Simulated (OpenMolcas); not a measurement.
Ru4+ (d4) in a complex was computed by CASSCF with the d shell active (OpenMolcas, ANO-RCC-VDZP on the metal). Its lowest spin-free states, and all those of the highest spin:

```tsv
2S+1	Degeneracy	E (cm-1)
5	3	0.0
1	1	324.8
3	3	4781
3	3	7720
1	3	10966
5	2	13630
3	3	16074
3	2	16161
3	3	16302
1	3	17704
3	3	19235
3	3	21825
```

Task: Is the site octahedral, tetrahedral or cube-like, axial, or of lower symmetry?

Result: The states with 2S+1 = 5 have orbital degeneracies 3, 2. Threefold states need a cubic site. For d4 at this spin an octahedron puts the twofold E below the threefold T2 and a tetrahedron or cube puts the threefold T2 below the twofold E, so the site is a tetrahedron or a cube, which this pattern cannot tell apart. The first gap at this spin, 13600 cm-1, is |10Dq| in ligand-field theory. The run had Ru4+ with 4 ligands (fluoride) in tetrahedral coordination (Td) at 1.92 Å. Ligand basis ANO-RCC-VDZP.

Spin-orbit coupling mixes the spin-free states strongly: the lowest level takes only 53 % from its leading state, 5T2. Without dynamic correlation the repulsion within the d shell is too large (B by tens of per cent), so at a given field states of lower spin stand too high. This shell can be high or low spin here, a state of another spin lies low, and with metal d orbitals alone active their balance is uncertain, so the ground spin may be wrong. The least metal-like active orbital is 75 % on the metal (Löwdin) and no ligand orbital is active, so the numbers are rough. With metal d orbitals alone the field can be off either way by tens of per cent. Ligand-to-metal charge-transfer states are missing. With no ligand orbital active B as a rule stays too high, so bands that hang on it stand too high and its fall with covalency is understated. The distance lies 7 % over the 1.8 Å that this model takes as the normal distance (a Shannon-type radius plus a fixed donor radius); by an R⁻⁵ law this alone changes a d-shell field by about -28 %. No measured value stands beside these numbers; the geometry is a model, was not optimised and need not be the one that this ion takes.
